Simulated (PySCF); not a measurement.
## C₆ coefficients of unlike pairs at PBE0

Calculated with PySCF 2.14 from the dipole response of each species, C₆(A,B) = (3/π) ∫ α_A(iu) α_B(iu) du, in atomic units, from isotropic polarisabilities. For ions this is the dispersion term alone; charge-induced terms of lower order in 1/R come first.

```json
{"species": "Ar⁺", "configuration": "[Ne] 3s2 3p5 (2P)", "basis": "dyall-av2z (13s9p2d)", "relativity": "none", "α (bohr³)": "6.595", "C₆ (like pair)": "30.47"}
{"species": "Ag²⁺", "configuration": "[Kr] 4d9 (2D)", "basis": "x2c-TZVPPall with one added diffuse shell each of s, p, d, f type (9s7p7d3f1g)", "relativity": "spin-free X2C", "α (bohr³)": "5.951", "C₆ (like pair)": "30.51"}
{"species": "Ga⁺", "configuration": "[Ar] 3d10 4s2 (1S)", "basis": "def2-QZVPPD (12s7p5d4f1g)", "relativity": "none", "α (bohr³)": "19.43", "C₆ (like pair)": "100.8"}
{"species": "Zr²⁺", "configuration": "[Kr] 4d2 (3F)", "basis": "aug-cc-pwCVDZ-PP with ECP28MDF (6s6p5d3f)", "relativity": "core potential", "α (bohr³)": "12.15", "C₆ (like pair)": "59.52"}
```

**Question.** Estimate C₆ for Zr²⁺ with Ga⁺.

**Answer.** The integral gives 75.07. The combination rule 2 C_A C_B / (C_A α_B/α_A + C_B α_A/α_B) gives 75.82 and the geometric mean 77.44.

No spin-orbit coupling is included.

The other pairs:

| pair | C₆ |
| --- | --- |
| Ag²⁺, Ar⁺ | 30.03 |
| Ga⁺, Ag²⁺ | 48.60 |
| Ga⁺, Ar⁺ | 50.97 |
| Zr²⁺, Ag²⁺ | 41.09 |
| Zr²⁺, Ar⁺ | 42.01 |
